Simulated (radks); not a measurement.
Coherent X-ray form factor from a spherical all-electron density. All-electron calculation, Dirac Kohn-Sham, BLYP, spin-unpolarised, spherical densities, finite nucleus; Fermi nuclear charge, rms radius of each element as measured or else 0.836 A^(1/3) + 0.57 fm. Program: a radial shooting solver on a logarithmic mesh with Libxc functionals.

| sin(theta)/lambda (1/angstrom) | f0 (electrons) |
|---|---|
| 0.05 | 30.500 |
| 0.1 | 29.187 |
| 0.15 | 27.449 |
| 0.2 | 25.605 |
| 0.25 | 23.812 |
| 0.3 | 22.111 |
| 0.4 | 18.974 |
| 0.5 | 16.173 |
| 0.6 | 13.754 |
| 0.8 | 10.183 |
| 1 | 8.061 |
| 1.25 | 6.629 |
| 1.5 | 5.775 |
| 2 | 4.442 |

The species is in the configuration that NIST lists as its ground one. Which atom or ion scatters so?

Answer. The germanium ion Ge+, [Ar] 3d10 4s2 4p1. Extrapolating in s^2 from the first two rows gives f0(0) = 30.9, near the electron count 31; among species with that count, the fall with angle is slower the higher Z, and the table is that of Z = 32; from so few rows the species is fixed only to a neighbour or two.
